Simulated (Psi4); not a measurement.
N2O, charge -1, doublet, at a GFN2-xTB geometry (a state made from the parent by changing its charge; the spin is typed, not shown lowest) (a gas-phase anion, which may not be bound at this level). Base run: BLYP/def2-SV(P) (Psi4).

Here is a job for Psi4.
```
memory 2 GB

molecule mol {
-1 2
  N    -1.180458    0.149650   -0.080204
  N    -0.088954   -0.306126    0.078258
  O     1.110735    0.136916    0.001703
}

set basis def2-sv(p)
set reference uks

energy('blyp')
print_variables()
```

The base run was repeated with changes; each row names its change, and settings that it needs were set with it.

| change | ΔE vs base (µEh) | SCF cycles | grid points | basis functions |
|---|---|---|---|---|
| base | 0.0 | 10 | 63190 | 42 |
| scf_type = cd | -171 | 10 | 63190 | 42 |
| d_convergence = 1e-10 | 0.0 | 16 | 63190 | 42 |
| guess = huckel | 0.0 | 12 | 63190 | 42 |
| guess = modhuckel | 0.0 | 12 | 63190 | 42 |
| df_basis_scf = cc-pvtz-jkfit | -47.5 | 10 | 63190 | 42 |
| dft_pruning_scheme = robust | 0.0 | 10 | 43036 | 42 |
| dft_radial_points = 150 | 0.0 | 10 | 126076 | 42 |
| e_convergence = 1e-4 | 0.0 | 10 | 63190 | 42 |
| guess = sap | 0.0 | 11 | 63190 | 42 |
| diis_max_vecs = 15 | 0.0 | 10 | 63190 | 42 |
| ints_tolerance = 1e-8 | 0.0 | 10 | 63190 | 42 |
| dft_nuclear_scheme = stratmann | -2.0 | 10 | 59727 | 42 |

Open shells are given as the SCF converged; they aren't shown to be the lowest states, and a large step between rows can be another state.

A gas-phase anion may not be bound at this level; its values then depend on the basis.
